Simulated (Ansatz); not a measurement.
Ansatz (a program for electronic structure) input:

Ansatz 0.2 input:
```yaml
crystal:
  periodic: [false, false, false]
  atoms:
    - {symbol: Be, position_ang: [0.00000000, 0.00000000, 0.00000000]}
    - {symbol: Cl, position_ang: [-0.00000000, -0.00000000, -1.80410498]}
    - {symbol: Cl, position_ang: [0.00000000, 0.00000000, 1.80410498]}
basis:
  gaussian:
    orbitals: def2-TZVP
hamiltonian:
  xc: {name: wB97X-V}
relax: {f_tol: 0.003, max_steps: 100}
```

Problem. What final total energy does it print?

Solution. -935.17670 Eh (wB97X-V/def2-TZVP). The basis has 93 functions.
